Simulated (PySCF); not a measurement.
Geometries of 2 isomers of C7H5BrO2, from PBE0-D3(BJ)/def2-SVP geometry optimisation, gas phase (PySCF). One conformer each, no zero-point energy, no frequencies.

Question: Which is lower in electronic energy at this level?
A.
```xyz
15
angstrom
O      2.580   -1.455    0.363
C      2.104   -0.392    0.050
O      2.851    0.699   -0.161
C      0.652   -0.147   -0.139
C     -0.225   -1.221    0.044
C     -1.594   -1.051   -0.120
C     -2.083    0.208   -0.471
Br    -3.937    0.452   -0.697
C     -1.222    1.291   -0.658
C      0.147    1.109   -0.491
H      3.771    0.433   -0.012
H      0.193   -2.191    0.319
H     -2.282   -1.886    0.021
H     -1.624    2.267   -0.931
H      0.833    1.946   -0.633
```
B.
```xyz
15
angstrom
C      2.405   -0.806    0.653
C      1.488    0.119    0.340
C      0.093   -0.173    0.048
C     -0.573   -1.438    0.047
C     -1.871   -1.185   -0.291
O     -2.070    0.119   -0.501
C     -0.890    0.746   -0.299
C     -0.794    2.185   -0.455
O      0.189    2.837   -0.289
Br    -2.471    3.039   -0.983
H      2.165   -1.871    0.713
H      3.438   -0.520    0.861
H      1.767    1.174    0.288
H     -0.143   -2.411    0.272
H     -2.740   -1.827   -0.415
```

Answer: A. That is 4-bromobenzoic acid, `c1(ccc(cc1)Br)C(=O)O`, 41.1 kcal/mol below the other.

| SMILES | atoms numbered as above | E (Eh) | relative (kcal/mol) | relative (kJ/mol) | dipole (D) |
| --- | --- | --- | --- | --- | --- |
| O=C(O)c1ccc(Br)cc1 | [O:1]=[C:2]([OH:3])[c:4]1[cH:5][cH:6][c:7]([Br:8])[cH:9][cH:10]1 | -2993.01321 | 0.0 | 0.0 | 1.45 |
| C=Cc1ccoc1C(=O)Br | [CH2:1]=[CH:2][c:3]1[cH:4][cH:5][o:6][c:7]1[C:8](=[O:9])[Br:10] | -2992.94768 | 41.1 | 172.1 | 4.41 |

As drawn, the lower has an O–H bond and a C(=O)–O unit, which the higher lacks; the higher has a C=C bond outside aromatic rings, which the lower lacks.
